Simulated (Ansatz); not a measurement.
**What each rung costs, and what it gives**

The pair of F⁻ (SMILES [F-], atom 1) and SiNH$_{5}$ (SMILES [SiH3]N, atoms 2–8), both closed shells, in one local arrangement (a lower one may exist), relaxed at PBE0-D4/def2-TZVPD:

| atom | x (Å) | y (Å) | z (Å) |
| --- | --- | --- | --- |
| F1 | 0.8222 | -0.0059 | -2.1750 |
| Si2 | 0.2141 | -0.0311 | -0.5348 |
| N3 | -0.3525 | -0.2771 | 1.2311 |
| H4 | 1.6467 | -0.1696 | -0.0592 |
| H5 | -0.7395 | -1.1304 | -0.9586 |
| H6 | -0.2962 | 1.3923 | -0.7017 |
| H7 | -1.3593 | -0.1758 | 1.3308 |
| H8 | 0.0644 | 0.3975 | 1.8674 |

Interaction energies are counterpoise-corrected; the time is that of the whole pair.

Ansatz 0.2.0; basis: as named in each row; cores frozen in the correlated methods. B3LYP uses VWN-RPA correlation. Extrapolation: Hartree–Fock as exp(−7.88 √X), correlation as X^−2.97.

Times are rough, for one single point on 2 threads of a shared host (Intel Xeon 6975P-C).

The estimate by CCSD(T) at an estimated basis limit (MP2 extrapolated from triple and quadruple zeta, plus CCSD(T) − MP2 in triple zeta) is -288.0 kJ/mol.

| method | basis | time (s) | interaction energy (kJ/mol) | method less estimate |
| --- | --- | --- | --- | --- |
| HF | STO-3G | under 1 | -189.6 | 98.4 |
| PBE-D4 | STO-3G | under 1 | -163.0 | 125.0 |
| SPW92 | def2-SVP | under 1 | -321.3 | -33.3 |
| PBE-D4 | def2-SVP | under 1 | -290.8 | -2.8 |
| B3LYP-D4 | 6-31G | under 1 | -218.1 | 70.0 |
| PBE0-D4 | def2-SVP | under 1 | -310.8 | -22.7 |
| CCSD(T) | def2-SVP | under 1 | -288.3 | -0.3 |
| PBE-D4 | def2-TZVPPD | 1 | -263.5 | 24.5 |
| revPBE-D4 | def2-TZVPPD | 1 | -256.8 | 31.2 |
| BLYP-D4 | def2-TZVPPD | 1 | -250.0 | 38.0 |
| wB97M-V | def2-SVP | 2 | -313.9 | -25.9 |
| PBE0-D4 | def2-TZVPPD | 2 | -283.7 | 4.3 |
| B3LYP-D4 | def2-TZVPPD | 2 | -270.2 | 17.8 |
| HSE06-D4 | def2-TZVPPD | 2 | -283.6 | 4.4 |
| r2SCAN-D4 | def2-TZVPPD | 2 | -287.0 | 1.0 |
| B2PLYP | def2-TZVPPD | 3 | -269.4 | 18.7 |
| B97M-V | def2-TZVPPD | 4 | -293.6 | -5.6 |
| wB97X-V | def2-TZVPPD | 4 | -280.9 | 7.1 |
| wB97M-V | def2-TZVPPD | 4 | -285.0 | 3.0 |
| MP2 | def2-QZVPPD | 9 | -284.0 | 4.1 |
| CCSD(T) | def2-TZVPPD | 22 | -276.0 | 12.0 |

T1 diagnostic: at most 0.023.
